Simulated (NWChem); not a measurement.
System: C₄H₁₂Ge; SMILES [CH3][Ge]([CH3])([CH3])[CH3]

Computed with NWChem. Medium grid unless said otherwise, to which SCAN and Minnesota functionals are sensitive. All runs use the structure optimised with B3LYP/6-31G* (spherical d). Hybrids' shares of exact exchange are those that their runs print; pure functionals count as 0. The functionals differ in more than this share.

| row | share of exact exchange | highest occupied level (eV) |
|---|---|---|
| PBE/def2-SVP | 0.00 | -6.72 |
| revPBE/def2-SVP | 0.00 | -6.69 |
| B3LYP/def2-SVP | 0.20 | -7.75 |
| B97-2/def2-SVP | 0.21 | -7.76 |
| r2SCAN0/def2-SVP | 0.25 | withheld |
| BHandHLYP/def2-SVP | 0.50 | -9.18 |

Q: Fit a straight line of the last column on the one before it, predict the withheld value, and compare with the run.

A: 
1. Means of the 5 shown rows: x = 0.182, y = -7.620. Slope Σ(x − x̄)(y − ȳ)/Σ(x − x̄)² = -0.8354/0.1685 = -4.958; intercept -6.718.
2. The shown rows scatter about the line by 0.023 (root mean square); the largest residual is -0.04, at B3LYP/def2-SVP.
3. At x = 0.25 (r2SCAN0/def2-SVP; inside the shown range) the line gives -7.96.
4. The run gives -8.21, -0.25 from the line, 10.7 times the scatter.
